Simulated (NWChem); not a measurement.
System: InBrClF; SMILES [Br][In]([F])[Cl]

```xyz
4

In     0.2672    -0.4508     0.0000
F      2.1356    -0.9846     0.0000
Cl    -1.3067    -2.1526     0.0000
Br    -0.2885     1.9299     0.0000
```
Atoms are numbered in this order, from 1.

The geometry was optimised at PBE0/def2-SVP. No frequency run checked for a minimum. def2 effective core potentials on In; no spin-orbit coupling.

Symmetry labels are those of Cs in the frame above (b1 and b2, or b-type labels, depend on it).

Q: List the 4 lowest vertical singlet excitations from PBE/def2-SVPD with def2 effective core potentials on In, TDA (NWChem).

A: 
| state | energy (eV) | oscillator strength | symmetry | leading excitation (squared amplitude) |
|---|---|---|---|---|
| S1 | 3.87 | 0.011 | a' | HOMO → LUMO (0.99) |
| S2 | 3.97 | 0.003 | a" | HOMO−1 → LUMO (1.00) |
| S3 | 4.25 | 0.019 | a' | HOMO−2 → LUMO (0.97) |
| S4 | 4.40 | 0.009 | a" | HOMO−3 → LUMO (0.99) |
